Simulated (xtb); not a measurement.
C₃H₇O, doublet, at a GFN2-xTB geometry, atoms displaced at random by about 0.06 Å a coordinate; GFN2-xTB run with xtb.

Input for xtb:
```
$ xtb mol.xyz --gfn 2 --chrg 0 --uhf 1 --opt --json

# file mol.xyz
11

O      0.02006858     1.39988238    -0.07426759
C     -0.10161400     0.23554119     0.20464471
H     -0.07915649     0.00207819     1.44974803
C     -1.31685978    -0.38491321    -0.10993780
C      1.29673962    -0.67167872    -0.13929590
H     -1.32634645    -0.64067680    -1.20007667
H      1.21513294    -0.78910773    -1.23295705
H     -2.30894403     0.11065632     0.12198274
H      2.15299041    -0.14955515     0.19707471
H     -1.49604332    -1.57611462     0.25894302
H      1.20267299    -1.76574516     0.24522917
```

What does xtb print? Leave out banner, timings and long lists.


```
   ID    Z sym.   atoms
    1    8 O      1
    2    6 C      2, 4, 5
    3    1 H      3, 6-11

           -------------------------------------------------
          |                Calculation Setup                |
           -------------------------------------------------

           -------------------------------------------------
          |                 G F N 2 - x T B                 |
           -------------------------------------------------

          ...................................................
          :                      SETUP                      :
          :.................................................:
          :  # basis functions                  23          :
          :  # atomic orbitals                  23          :
          :  # shells                           15          :
          :  # electrons                        25          :
          :  max. iterations                   250          :
          :  Hamiltonian                  GFN2-xTB          :
          :  restarted?                      false          :
          :  GBSA solvation                  false          :
          :  PC potential                    false          :
          :  electronic temp.          300.0000000     K    :
          :  accuracy                    1.0000000          :
          :  -> integral cutoff          0.2500000E+02      :
          :  -> integral neglect         0.1000000E-07      :
          :  -> SCF convergence          0.1000000E-05 Eh   :
          :  -> wf. convergence          0.1000000E-03 e    :
          :  Broyden damping             0.4000000          :
          :  net charge                          0          :
          :  unpaired electrons                  1          :
          ...................................................

 iter      E             dE          RMSdq      gap      omega  full diag
   1    -14.0248766 -0.140249E+02  0.331E+00    8.79       0.0  T
   2    -14.0595397 -0.346631E-01  0.176E+00    8.17       1.0  T
   3    -14.0620877 -0.254806E-02  0.101E+00    8.48       1.0  T
   4    -14.0628544 -0.766638E-03  0.157E-01    8.45       1.0  T
   5    -14.0628722 -0.178752E-04  0.868E-02    8.45       1.0  T
   6    -14.0628740 -0.173753E-05  0.337E-02    8.44       1.0  T
   7    -14.0628779 -0.393645E-05  0.151E-02    8.44       2.0  T
   8    -14.0628787 -0.799016E-06  0.244E-03    8.44      12.4  T
   9    -14.0628787 -0.226987E-08  0.736E-04    8.44      40.9  T
[...]
         :: total energy             -13.908094710131 Eh    ::
 * total energy  :   -13.9080947 Eh     change       -0.2072120E-10 Eh
 * total energy  :   -13.9494427 Eh     change       -0.4134797E-01 Eh
 * total energy  :   -13.9593429 Eh     change       -0.9900238E-02 Eh
 * total energy  :   -13.9619688 Eh     change       -0.2625916E-02 Eh
 * total energy  :   -13.9626440 Eh     change       -0.6752125E-03 Eh
 * total energy  :   -13.9629656 Eh     change       -0.3215951E-03 Eh
 * total energy  :   -13.9630208 Eh     change       -0.5515732E-04 Eh
 * total energy  :   -13.9630480 Eh     change       -0.2725132E-04 Eh
 * total energy  :   -13.9630537 Eh     change       -0.5652941E-05 Eh
 * total energy  :   -13.9630572 Eh     change       -0.3514527E-05 Eh
   *** GEOMETRY OPTIMIZATION CONVERGED AFTER 10 ITERATIONS ***
         :: total energy             -13.963057216801 Eh    ::
[...]
     7   1 H        0.925     0.066     2.136     2.285
     8   1 H        0.925     0.061     2.183     2.310
     9   1 H        0.925     0.061     2.182     2.310
    10   1 H        0.925     0.043     2.415     2.430
    11   1 H        0.925     0.043     2.413     2.429

 Mol. C6AA /au·bohr⁶  :        818.367714
 Mol. C8AA /au·bohr⁸  :      17009.535373
 Mol. α(0) /au        :         41.918968

Wiberg/Mayer (AO) data.
largest (>0.10) Wiberg bond orders for each atom

 ---------------------------------------------------------------------------
     #   Z sym  total        # sym  WBO       # sym  WBO       # sym  WBO
 ---------------------------------------------------------------------------
     1   8 O    1.625 --     2 C    1.294     3 H    0.133
     2   6 C    3.964 --     1 O    1.294     4 C    0.943     5 C    0.942
                             3 H    0.780
     3   1 H    0.949 --     2 C    0.780     1 O    0.133
     4   6 C    3.990 --    10 H    0.989     8 H    0.983     6 H    0.970
                             2 C    0.943
     5   6 C    3.990 --    11 H    0.989     9 H    0.984     7 H    0.970
                             2 C    0.942
     6   1 H    0.995 --     4 C    0.970
     7   1 H    0.995 --     5 C    0.970
     8   1 H    0.996 --     4 C    0.983
     9   1 H    0.996 --     5 C    0.984
    10   1 H    0.998 --     4 C    0.989
    11   1 H    0.998 --     5 C    0.989
 ---------------------------------------------------------------------------

Topologies differ in total number of bonds
Writing topology from bond orders to xtbtopo.mol

molecular dipole:
                 x           y           z       tot (Debye)
 q only:       -0.070      -1.130       0.291
   full:       -0.082      -1.314       0.363       3.471
molecular quadrupole (traceless):
                xx          xy          yy          xz          yz          zz
 q only:        2.146      -0.234      -3.910      -0.002       0.479       1.765
  q+dip:        2.073      -0.297      -5.321      -0.021       0.526       3.248
   full:        1.986      -0.288      -5.255      -0.018       0.641       3.269

optimized geometry written to: xtbopt.xyz

           -------------------------------------------------
          | TOTAL ENERGY              -13.963057216801 Eh   |
          | GRADIENT NORM               0.000760955551 Eh/α |
          | HOMO-LUMO GAP              11.994617537195 eV   |
           -------------------------------------------------
```
